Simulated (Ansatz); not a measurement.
`B[S][GeH3]` and `BSC` differ in one element.

Ansatz, PBE0-D4/def2-TZVP geometries, multiplicity 1. 

Scalar relativity is left out up to krypton.

```csv
property,`B[S][GeH3]`
HOMO–LUMO gap (PBE0/def2-TZVPP) / eV,6.72
size of the dipole moment (B3LYP/def2-TZVPP) / D,1.38
HOMO–LUMO gap (PBE/def2-TZVPP) / eV,4.68
HOMO–LUMO gap (B3LYP/def2-TZVPP) / eV,6.29
"ideal-gas entropy at 298 K and 1 bar (rigid rotor, harmonic PBE0-D4/def2-TZVP) / J/(mol·K)",325
LUMO energy (ωB97M-V/def2-TZVPP) / eV,0.52
```

Question: Give the same properties after the change, and the shifts. (An estimate is asked.)

Answer: The calculation gave: 
| property | `BSC` | shift |
| --- | --- | --- |
| HOMO–LUMO gap (PBE0/def2-TZVPP) / eV | 6.80 | 0.08 |
| size of the dipole moment (B3LYP/def2-TZVPP) / D | 1.73 | 0.35 |
| HOMO–LUMO gap (PBE/def2-TZVPP) / eV | 4.75 | 0.07 |
| HOMO–LUMO gap (B3LYP/def2-TZVPP) / eV | 6.36 | 0.07 |
| ideal-gas entropy at 298 K and 1 bar (rigid rotor, harmonic PBE0-D4/def2-TZVP) / J/(mol·K) | 288 | -37 |
| LUMO energy (ωB97M-V/def2-TZVPP) / eV | 0.88 | 0.36 |

With PBE0 the HOMO rises by 0.29 eV and the LUMO rises by 0.37 eV, so the gap widens by about 0.08 eV. PBE moves the HOMO by 0.30 eV and ωB97M-V by 0.26 eV. Dipoles are sizes alone; their direction can turn. Modes under 60 cm⁻¹, often nearly free rotors, make the harmonic entropy too high.

B3LYP here is the variant with VWN-RPA as its local correlation; programs differ in this.
